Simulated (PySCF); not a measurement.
Compound: C₄H₆N₂S.
SMILES: `Cc1cnsc1N`

Computed, not measured: B3LYP/def2-SVPD in PySCF (dipole) on a GFN2-xTB geometry, gas phase.

Take the most abundant isotopes and a rigid rotor. 

Question: Give the principal moments of inertia and the rotational constants in MHz.

Answer: Ia = 146.65, Ib = 208.22, Ic = 351.37 u·Å²; 505379 MHz·u·Å²/I gives A = 3446, B = 2427, C = 1438 MHz.

Question: Classify the top.

Answer: An asymmetric top; Ray's κ = -0.015.

Question: Is it planar, by Δ = Ic − Ia − Ib?

Answer: Not planar: Δ = Ic − Ia − Ib = -3.50 u·Å². For a rigid frame Δ = −2 Σ m c², so Σ m c² = 1.75 u·Å² lies off the ab plane: 1.71 from hydrogen and 0.04 from heavier atoms. The atom farthest from that plane is 0.90 Å away.

Question: Give the coordinates in the principal-axis frame, origin at the centre of mass.

Answer: The sense of each axis is arbitrary; atoms in the order of the calculation.
```tsv
atom	mass (u)	a (Å)	b (Å)	c (Å)
C1	12.000	-2.403	-0.669	-0.001
C2	12.000	-0.918	-0.505	-0.005
C3	12.000	0.029	-1.545	0.003
N4	14.003	1.291	-1.209	0.005
S5	31.972	1.451	0.423	-0.004
C6	12.000	-0.260	0.708	-0.009
N7	14.003	-0.803	1.965	0.053
H8	1.008	-2.838	-0.228	0.896
H9	1.008	-2.659	-1.725	-0.029
H10	1.008	-2.850	-0.184	-0.870
H11	1.008	-0.216	-2.594	0.008
H12	1.008	-0.194	2.723	-0.212
H13	1.008	-1.744	2.046	-0.301
```

Question: Which lines would a microwave search look for?

Answer: The dipole components are |μa| = 3.08 D, |μb| = 2.37 D, |μc| = 0.82 D. Intensities carry the squares of the components, which stand as 1.00 : 0.59 : 0.07 (a : b : c). Some lines, for components of 0.1 D or more:

| type | branch | J(Ka,Kc) | MHz | lower level (cm⁻¹) |
| --- | --- | --- | --- | --- |
| c | Q | 2(1,2) ← 2(0,2) | 481 | 0.372 |
| a | Q | 1(1,0) ← 1(1,1) | 989 | 0.163 |
| c | Q | 2(2,1) ← 2(1,1) | 3057 | 0.487 |
| b | Q | 2(2,0) ← 2(1,1) | 3508 | 0.487 |
| b | Q | 2(2,1) ← 2(1,2) | 6023 | 0.388 |
| b | R | 2(0,2) ← 1(1,1) | 6261 | 0.163 |
| a | R | 2(1,2) ← 1(1,1) | 6742 | 0.163 |
| a | R | 2(1,1) ← 1(1,0) | 8720 | 0.196 |
| c | R | 2(1,1) ← 1(0,1) | 10727 | 0.129 |
| c | R | 2(2,0) ← 1(1,0) | 12227 | 0.196 |
| b | R | 2(2,0) ← 1(1,1) | 13216 | 0.163 |

Whether it is a minimum is left open (no frequencies). Zero-point vibration and centrifugal distortion are left out. A rigid rotor knows nothing of inversion at nitrogen or internal rotation, which can split or shift real lines. Quadrupole hyperfine structure (14N) is left out.

The values belong to the conformer `[CH3:1][c:2]1[cH:3][n:4][s:5][c:6]1[NH2:7]`: H–N7–C6–S5 20°, H–N7–C6–S5 158°.
